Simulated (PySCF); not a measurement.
Energy of Bi⁻ (bismuth, charge -1) between two integer charges

The 6p beta orbital of [Xe] 4f14 5d10 6s2 6p4 is emptied in steps (occupation f), with all orbitals relaxed, ending at [Xe] 4f14 5d10 6s2 6p3. Calculation: PySCF 2.14, in aug-cc-pVDZ-PP with ECP60MDF; scalar relativity through the core potential. The exact energy is a straight line in f; departures are measured from the line between the end points of the same method.

```tsv
f	LDA (eV)	PBE (eV)	PBE0 (eV)	r2SCAN (eV)	LC-wPBE (eV)	BHandHLYP (eV)	TPSS (eV)
1	0.000	0.000	0.000	0.000	0.000	0.000	0.000
0.8	-0.398	-0.378	-0.262	-0.344	0.062	-0.169	-0.373
0.6	-0.612	-0.579	-0.400	-0.517	0.088	-0.262	-0.573
0.4	-0.625	-0.590	-0.406	-0.512	0.085	-0.270	-0.586
0.2	-0.425	-0.400	-0.273	-0.331	0.054	-0.186	-0.401
0	0.000	0.000	0.000	0.000	0.000	0.000	0.000
```

Question: For PBE, how does the orbital energy at f = 1 compare with the removal energy?

Answer: −ε = -1.459 eV against a total-energy difference of 0.852 eV. By Janak's theorem ε = ∂E/∂f, so the gap between them reflects the curvature. Along the path −ε is -0.607 (f = 0.8), 0.312 (f = 0.6), 1.292 (f = 0.4), 2.324 (f = 0.2) eV.

```tsv
method	E(f=0) − E(f=1) (eV)	−ε at f=1 (eV)	−ε at f=0.4 (eV)
LDA	1.104	-1.325	1.561
PBE	0.852	-1.459	1.292
PBE0	0.764	-0.844	1.077
r2SCAN	0.753	-1.380	1.225
LC-wPBE	0.650	1.069	0.564
BHandHLYP	0.771	-0.246	0.954
TPSS	0.806	-1.474	1.224
```

At f = 1 the orbital energy is positive for LDA, PBE, PBE0, r2SCAN, BHandHLYP, TPSS: only the finite basis holds the electron.

Reference removal energy between the ground levels: 0.942 eV (measured; photodetachment measurements, as compiled on the Wikipedia data page of electron affinities). The calculation has no spin-orbit coupling.
